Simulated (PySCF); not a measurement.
Potential energy surface of H6GeSi, singlet: internal rotation, threefold axis kept, other coordinates relaxed. Scanned: torsion (0 = eclipsed). Other coordinates (Si-Ge length, H-Si-Ge angle, H-Ge-Si angle, Si-H length, Ge-H length) were minimised at PBE0/def2-TZVP.

The free coordinates were minimised at PBE0/def2-TZVP in PySCF; the energy column is CCSD(T) on RHF/cc-pVDZ, 14 core orbitals frozen run with PySCF, in kcal/mol.

```
at / °  Si-Ge length / Å  H-Si-Ge angle / °  H-Ge-Si angle / °  Si-H length / Å  Ge-H length / Å     E
------  ----------------  -----------------  -----------------  ---------------  ---------------  ----
0                  2.387              110.3              110.8            1.486            1.538  0.85
10                 2.387              110.3              110.8            1.486            1.538  0.80
20                 2.387              110.3              110.8            1.487            1.538  0.63
30                 2.386              110.2              110.7            1.487            1.538  0.42
40                 2.383              110.2              110.6            1.487            1.538  0.22
50                 2.381              110.1              110.6            1.487            1.538  0.06
60                 2.381              110.1              110.6            1.487            1.538  0.00
```
